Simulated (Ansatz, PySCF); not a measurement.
Members of the series Al-XY, Y = hydroxy; each row names its spin state. Gas-phase values, no solvent. One relaxed conformer stands for each flexible species; it need not be the lowest. Strings in code marks are SMILES.

Quantity: adiabatic spin-state energy, in kcal/mol. Levels without diffuse functions put anions too high.

Level 1: CAM-B3LYP/aug-cc-pVTZ // PBE0-D3(BJ)/def2-TZVPD (Ansatz, a quantum-chemistry and plane-wave program)
Level 2: LC-ωPBE/aug-cc-pVTZ // PBE0-D3(BJ)/def2-TZVPD (Ansatz)
Level 3: PBE/aug-cc-pVTZ // PBE0-D3(BJ)/def2-TZVPD (Ansatz)
Level 4: M06-2X/6-31G* // PBE0-D3(BJ)/def2-TZVPD (PySCF)

```json
[
 {"species": "`[OH][Al-][SH]`: multiplicity 3 minus multiplicity 1", "level 1": "(withheld)", "level 2": "(withheld)", "level 3": "(withheld)", "level 4": "39.8"},
 {"species": "`[C-]#[N+][Al-][OH]`: multiplicity 3 minus multiplicity 1", "level 1": "41.3", "level 2": "34.6", "level 3": "36.0", "level 4": "41.9"},
 {"species": "`[OH][Al-][OH]`: multiplicity 3 minus multiplicity 1", "level 1": "39.6", "level 2": "33.4", "level 3": "34.5", "level 4": "42.1"},
 {"species": "`O=[CH][Al-][OH]`: multiplicity 3 minus multiplicity 1", "level 1": "(withheld)", "level 2": "15.1", "level 3": "(withheld)", "level 4": "23.6"},
 {"species": "`N#[C][Al-][OH]`: multiplicity 3 minus multiplicity 1", "level 1": "34.6", "level 2": "28.1", "level 3": "29.0", "level 4": "34.0"},
 {"species": "`[NH2][Al-][OH]`: multiplicity 3 minus multiplicity 1", "level 1": "37.7", "level 2": "31.8", "level 3": "(withheld)", "level 4": "(withheld)"},
 {"species": "`[OH][AlH-]`: multiplicity 3 minus multiplicity 1", "level 1": "25.6", "level 2": "20.4", "level 3": "21.2", "level 4": "27.7"},
 {"species": "`[OH][Al-][SiH3]`: multiplicity 3 minus multiplicity 1", "level 1": "25.9", "level 2": "(withheld)", "level 3": "22.3", "level 4": "26.3"}
]
```

Question: Complete the blanks.

Answer: 
- `[OH][Al-][SH]`: multiplicity 3 minus multiplicity 1, level 1: 39.9
- `[OH][Al-][SH]`: multiplicity 3 minus multiplicity 1, level 2: 32.9
- `[OH][Al-][SH]`: multiplicity 3 minus multiplicity 1, level 3: 34.9
- `O=[CH][Al-][OH]`: multiplicity 3 minus multiplicity 1, level 1: 18.3
- `O=[CH][Al-][OH]`: multiplicity 3 minus multiplicity 1, level 3: 10.0
- `[NH2][Al-][OH]`: multiplicity 3 minus multiplicity 1, level 3: 32.3
- `[NH2][Al-][OH]`: multiplicity 3 minus multiplicity 1, level 4: 39.1
- `[OH][Al-][SiH3]`: multiplicity 3 minus multiplicity 1, level 2: 19.1
